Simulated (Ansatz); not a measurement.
`CC#[N+][GaH3-]`. Total charge 0; spin multiplicity 1. All single points use the PBE0-D4/def2-TZVP geometry.

```xyz
10

C    -2.058   -0.861    0.265
C    -0.736   -0.307    0.096
N     0.312    0.132   -0.038
Ga    2.273    0.951   -0.293
H    -2.750   -0.076    0.574
H    -2.400   -1.290   -0.678
H    -2.036   -1.641    1.027
H     2.891    0.442    1.066
H     1.855    2.468   -0.401
H     2.649    0.182   -1.619
```

Task: What is the dipole moment at ωB97M-V/def2-TZVPP? (Estimate.)

Result: Ansatz gave: 7.70 D, with components (-7.05, -2.95, 0.91) D in this frame, pointing from negative to positive charge.

Task: And with PBE, r2SCAN, B3LYP? (Best estimate.)

Result: The calculation gave: PBE 7.40 D, r2SCAN 7.62 D, B3LYP 7.57 D.

Task: Give the Mulliken charges with ωB97M-V, B3LYP, PBE in def2-TZVPP. (An estimate is asked.)

Result: The calculation gave: 
```json
{"atom": "C1", "ωB97M-V": "-0.18", "B3LYP": "-0.12", "PBE": "-0.10"}
{"atom": "C2", "ωB97M-V": "0.01", "B3LYP": "-0.06", "PBE": "-0.15"}
{"atom": "N3", "ωB97M-V": "-0.04", "B3LYP": "0.03", "PBE": "0.10"}
{"atom": "Ga4", "ωB97M-V": "0.01", "B3LYP": "0.03", "PBE": "-0.05"}
{"atom": "H5", "ωB97M-V": "0.15", "B3LYP": "0.13", "PBE": "0.13"}
{"atom": "H6", "ωB97M-V": "0.15", "B3LYP": "0.13", "PBE": "0.13"}
{"atom": "H7", "ωB97M-V": "0.15", "B3LYP": "0.13", "PBE": "0.13"}
{"atom": "H8", "ωB97M-V": "-0.08", "B3LYP": "-0.09", "PBE": "-0.07"}
{"atom": "H9", "ωB97M-V": "-0.08", "B3LYP": "-0.09", "PBE": "-0.07"}
{"atom": "H10", "ωB97M-V": "-0.08", "B3LYP": "-0.09", "PBE": "-0.07"}
```

B3LYP here is the variant with VWN-RPA as its local correlation; programs differ in this.
